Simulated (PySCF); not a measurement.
Compound: C3H12BN.
Geometry (PBE0-D3(BJ)/def2-SVP, Å), atoms numbered from 1 in this order:
```xyz
17
C3H12BN angstrom
C     -0.813    1.292    0.465
C     -0.551   -0.215    0.472
C     -1.785   -0.969   -0.013
B      0.731   -0.645   -0.419
N      2.046    0.126    0.178
H     -1.710    1.568    1.047
H     -0.965    1.658   -0.565
H      0.019    1.878    0.899
H     -0.376   -0.519    1.526
H     -2.682   -0.741    0.591
H     -1.626   -2.058    0.017
H     -2.017   -0.705   -1.059
H      0.659   -0.266   -1.588
H      1.013   -1.839   -0.337
H      2.217   -0.135    1.150
H      1.919    1.139    0.148
H      2.880   -0.104   -0.362
```

All values: PBE0/def2-SVPD (PySCF, non-relativistic), on one gas-phase PBE0-D3(BJ)/def2-SVP geometry that isn't relaxed in the solvent. The solvent is an IEF-PCM continuum (Bondi radii, 1.10 Å for H, scaled by 1.2). Specific hydrogen bonds and non-electrostatic terms are outside this model.

Gas phase at PBE0/def2-SVPD: HOMO -7.12 eV, LUMO -0.24 eV, dipole 5.10 D.

Question: What does the continuum do to the energy, the frontier levels and the dipole at PBE0/def2-SVPD in methanol and acetonitrile?

Answer: 
```json
{"solvent": "methanol", "ε": "32.61", "E(solvent) − E(gas) (kcal/mol)": "-11.67", "polarisation term (kcal/mol)": "-14.25", "distortion of the solute (kcal/mol)": "2.58", "HOMO (eV)": "-7.24", "LUMO (eV)": "0.57", "dipole (D)": "6.67"}
{"solvent": "acetonitrile", "ε": "35.69", "E(solvent) − E(gas) (kcal/mol)": "-11.72", "polarisation term (kcal/mol)": "-14.33", "distortion of the solute (kcal/mol)": "2.61", "HOMO (eV)": "-7.24", "LUMO (eV)": "0.57", "dipole (D)": "6.67"}
```

Polarisation term: ½ Σ q·V over the induced surface charges. Distortion: the rise of the solute's own energy as its density leaves the gas-phase optimum. From methanol to acetonitrile the lowering changes by a factor 1.00, Onsager's factor (ε − 1)/(2ε + 1) by 1.00 and ε itself by 1.1.

Question: Which radius a makes the point-dipole formula ΔE = −[(ε − 1)/(2ε + 1)]·μ²/a³ give the value in acetonitrile, with the gas-phase dipole?

Answer: μ = 2.008 au and |ΔE| = 0.01868 Eh give a = 2.48 Å; the farthest nucleus lies 2.98 Å from the centroid of the nuclei, so such a sphere wouldn't even hold the nuclei. The formula assumes a rigid point dipole at the centre of a sphere.

Question: Give the dipole vector in the frame of the coordinates (D, pointing from negative to positive charge), gas and acetonitrile.

Answer: Gas (4.23, 2.16, 1.86), solvent (5.35, 3.00, 2.63). Its length changes by +31 % and its direction by 3°.

Question: How does the static polarisability (PBE0/def2-SVPD, frozen core, with the continuum's full static response) change?

Answer: 
```tsv
medium	isotropic (au)	principal values (au)	⟨r²⟩ of the electrons (bohr²)
gas	68.0	61.7, 68.8, 73.6	586.7
methanol	91.4	88.6, 92.3, 93.3	586.3
acetonitrile	91.5	88.8, 92.4, 93.4	586.3
```

The isotropic value in acetonitrile is 1.35 times the gas-phase one; no cavity-field correction is applied. ⟨r²⟩ is taken about the centre of nuclear charge.

Cost: about 30 s of CPU time on one thread; the machine was shared, so the figure is rough. This is the whole response run at PBE0/def2-SVPD in acetonitrile, SCF included.
